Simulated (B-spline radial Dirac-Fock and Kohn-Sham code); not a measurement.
# X-ray scattering factor of Tl⁸⁺

System: the Tl⁸⁺ ion, configuration [Xe] 4f14 5d5.

Level of theory: Dirac-Fock orbitals of the configuration average with a finite nucleus; a B-spline atomic structure program. f₀ is the Fourier transform of the spherical electron density, S the Waller-Hartree incoherent function, and s = sin θ/λ. The electron scattering factor follows from the Mott-Bethe formula f_e = 0.023934 Å⁻¹·(Z − f₀)/s².

| s (Å⁻¹) | f₀ | S | f_e (Å) |
| --- | --- | --- | --- |
| 0 | 73.000 | 0.000 | – |
| 0.05 | 72.567 | 0.398 | 80.738 |
| 0.1 | 71.305 | 1.521 | 23.205 |
| 0.15 | 69.322 | 3.181 | 12.423 |
| 0.2 | 66.775 | 5.155 | 8.512 |
| 0.25 | 63.844 | 7.250 | 6.570 |
| 0.3 | 60.706 | 9.345 | 5.397 |
| 0.35 | 57.515 | 11.390 | 4.589 |
| 0.4 | 54.388 | 13.373 | 3.981 |
| 0.45 | 51.405 | 15.299 | 3.498 |
| 0.5 | 48.611 | 17.169 | 3.101 |
| 0.6 | 43.634 | 20.716 | 2.484 |
| 0.7 | 39.395 | 23.929 | 2.032 |
| 0.8 | 35.733 | 26.765 | 1.693 |
| 0.9 | 32.507 | 29.265 | 1.433 |
| 1 | 29.631 | 31.512 | 1.229 |
| 1.1 | 27.065 | 33.583 | 1.067 |
| 1.2 | 24.794 | 35.523 | 0.934 |
| 1.4 | 21.103 | 39.099 | 0.731 |
| 1.6 | 18.427 | 42.344 | 0.585 |
| 1.8 | 16.527 | 45.296 | 0.476 |
| 2 | 15.130 | 47.949 | 0.394 |
| 2.5 | 12.538 | 53.212 | 0.262 |
| 3 | 10.257 | 56.845 | 0.188 |
| 3.5 | 8.278 | 59.477 | 0.142 |
| 4 | 6.799 | 61.517 | 0.111 |
| 5 | 5.173 | 64.519 | 0.073 |
| 6 | 4.377 | 66.591 | 0.051 |

f₀ starts at the number of electrons, 73, and has fallen to half at s ≈ 0.78 Å⁻¹. The sum of ⟨r²⟩ over the electrons is 23.70 bohr². For an ion f_e diverges as s goes to zero, because of the net charge.

Values without a named source are computed, but for edge energies of neutral atoms, which are taken from tables.
